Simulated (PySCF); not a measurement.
CCl3, SMILES Cl[C](Cl)Cl (connectivity only; charge and spin as stated), charge +1, multiplicity 1.

The structure is a stationary point at PBE0-D3(BJ)/def2-SVP. The spin state was assumed, not searched. The isomer is the one that the SMILES or the coordinates give; other isomers of the formula were not compared.

Two levels are set side by side: PBE/def2-TZVPD (PySCF) and B3LYP/def2-TZVPD (PySCF). Same geometry, gas phase. Differences are taken from unrounded values.

```tsv
quantity	B3LYP
orbital gap (eV)	4.99
highest occupied level (eV)	-15.16
lowest empty level (eV)	-10.17
mean polarisability (bohr³)	50.7
```

What does PBE give, and how far is it from B3LYP? (The exact figures need the calculation; the answer reports its results.)


| quantity | PBE | PBE minus B3LYP |
|---|---|---|
| orbital gap (eV) | 3.19 | -1.80 |
| highest occupied level (eV) | -13.98 | 1.18 |
| lowest empty level (eV) | -10.79 | -0.62 |
| mean polarisability (bohr³) | 51.4 | 0.8 |

PBE's occupied levels lie high since its potential decays too fast outside the molecule; exact exchange lowers them and widens the gap. Differences between two approximate levels are no errors against the true value.

Rough cost on one machine, each run with all the roots and properties that it gave: B3LYP against PBE within a factor of 2.
